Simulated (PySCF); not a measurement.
# Simulated absorption spectrum

Compound: C₇H₁₄SSi.
Atom-mapped SMILES: `[SiH3:1][S:2][C@@H:3]1[CH2:4][CH2:5][C@H:6]2[CH2:7][C@@H:8]1[CH2:9]2` (hydrogens: H10, H11, H12 on Si1; H13 on C3; H14, H15 on C4; H16, H17 on C5; H18 on C6; H19, H20 on C7; H21 on C8; H22, H23 on C9)

Cartesian coordinates in Å at the PBE0-D3(BJ)/def2-SVP level; atoms count from 1:
```xyz
23
C7H14SSi angstrom
Si     3.083   -0.379   -0.430
S      1.546    1.105   -0.509
C      0.140    0.198    0.269
C     -0.254   -1.052   -0.529
C     -1.733   -1.433   -0.357
C     -2.589   -0.187   -0.133
C     -2.162    0.483    1.188
C     -1.043    1.164    0.375
C     -1.974    1.039   -0.852
H      3.143   -0.986    0.937
H      2.904   -1.484   -1.421
H      4.355    0.340   -0.732
H      0.463   -0.064    1.290
H      0.405   -1.899   -0.277
H     -0.068   -0.831   -1.591
H     -2.066   -1.979   -1.255
H     -1.873   -2.120    0.495
H     -3.659   -0.398   -0.282
H     -2.903    1.216    1.539
H     -1.870   -0.168    2.028
H     -0.707    2.165    0.688
H     -2.685    1.877   -0.891
H     -1.521    0.909   -1.847
```

Computed, not measured: TDDFT wB97X-D/def2-SVPD, vertical, gas phase, core orbitals frozen in the response (PySCF).

Computed states:

| state | E (eV) | f |
| --- | --- | --- |
| S1 | 5.72 | 0.0044 |
| S2 | 6.24 | 0.015 |
| S3 | 6.93 | 0.0051 |
| S4 | 7.09 | 0.0017 |
| S5 | 7.35 | 0.0046 |
| S6 | 7.52 | 0.037 |
| S7 | 7.61 | 0.029 |
| S8 | 7.86 | 0.071 |
| S9 | 7.98 | 0.0068 |
| S10 | 8.02 | 0.123 |

Broadening: Gaussians 0.3 eV wide at half height, area fixed by f = 4.319×10⁻⁹ ∫ε dν̃. The width is an assumption, not a result. The curve ends short of the highest state used, and states not computed would add to its high-energy end.

(1) Give the broadened spectrum and its maxima.

(2) Coming from long wavelengths, where does ε first pass 100 L mol⁻¹ cm⁻¹?

(3) On this curve, what absorbance would a 10⁻⁴ mol/L sample give at 222 nm over a 1 cm path?

## Answers

(1) 
(E (eV), ε (L mol⁻¹ cm⁻¹)): (5.28, 1), (5.31, 2), (5.35, 5), (5.39, 12), (5.43, 27), (5.47, 53), (5.51, 95), (5.55, 153), (5.59, 224), (5.63, 297), (5.66, 345), (5.70, 385), (5.74, 391), (5.78, 360), (5.82, 303), (5.86, 239), (5.90, 190), (5.94, 177), (5.98, 217), (6.02, 322), (6.05, 447), (6.09, 663), (6.13, 907), (6.17, 1129), (6.21, 1277), (6.25, 1308), (6.29, 1215), (6.33, 1023), (6.37, 780), (6.40, 597), (6.44, 383), (6.48, 224), (6.52, 120), (6.56, 63), (6.60, 41), (6.64, 46), (6.68, 74), (6.72, 126), (6.76, 199), (6.79, 266), (6.83, 361), (6.87, 448), (6.91, 509), (6.95, 535), (6.99, 523), (7.03, 485), (7.07, 437), (7.11, 403), (7.14, 400), (7.18, 451), (7.22, 592), (7.26, 860), (7.30, 1292), (7.34, 1912), (7.38, 2713), (7.42, 3639)

Maxima: 217 nm (5.73 eV), ε about 390, made up of S1 (100%); 199 nm (6.24 eV), ε about 1300, made up of S2 (100%); 178 nm (6.96 eV), ε about 540, made up of S3 (83%) and S4 (16%) (ε in L mol⁻¹ cm⁻¹; maxima over ε = 5, shares over 10%). At its high-energy end, 7.42 eV, the curve is still rising (ε about 3600, from S5, S6 and S7).

(2) At about 225 nm (5.52 eV), 0.21 eV below S1.

(3) 222 nm is 5.585 eV, where ε is about 210 L mol⁻¹ cm⁻¹, so A = ε c l ≈ 0.021 (Beer–Lambert, with the gas-phase spectrum and the assumed width).

The vertical ionisation energy (ΔSCF) is 8.80 eV, 0.78 eV above S10.

Time: 3.1 min of wall time (with the writing of density and orbital grids); peak memory 1.5 GiB. Hardware: Arm Neoverse V2, one thread, shared host with 192 logical CPUs at a one-minute load of 47.

One conformer stands for the species.

Without π bonds the low states are Rydberg-like; a valence basis with one diffuse set may place them up to an eV too high.
